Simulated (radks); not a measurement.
Spherical jellium clusters: N electrons in a uniform positive sphere of charge N and radius rs N^(1/3), rs = 4.89 bohr. Method: non-relativistic Kohn-Sham, LDA (Slater exchange, Perdew-Wang correlation), spin-polarised, spherical densities; computed with a radial shooting solver with Libxc functionals. Levels are named by radial order and angular momentum (1s, 1p, 1d, 2s, ...), and open shells are averaged over m.

N = 4, configuration 1s2 1p(up 2, down 0). This is the lowest configuration that the search found. Occupied and some empty levels:

level,occupation,eigenvalue (eV),<r> (bohr)
1s up,1,-3.5592,5.426
1s down,1,-3.1188,5.422
1p up,2,-2.3643,6.767
1p down,0,-1.9278,6.977
1d up,0,-1.0238,8.320
2s up,0,-0.81853,9.192
1d down,0,-0.67876,8.901
2s down,0,-0.62673,9.904

Energy (eV): total -6.27434, kinetic 5.2320, external -65.481, Hartree 32.077, exchange-correlation -11.756, background 33.653.

Electron density:

r (bohr),n(r) (e/bohr^3)
0.260,0.002543
0.914,0.002573
1.57,0.002626
2.22,0.002678
2.88,0.002697
3.53,0.002648
4.18,0.002501
4.84,0.002249
5.49,0.001907
6.14,0.001514
6.80,0.001121
7.45,0.0007763
8.10,0.0005056
8.76,0.0003140
9.41,0.0001884
10.1,0.0001094
10.7,0.00006261
11.4,0.00003527
12.0,0.00001944
12.7,0.00001071
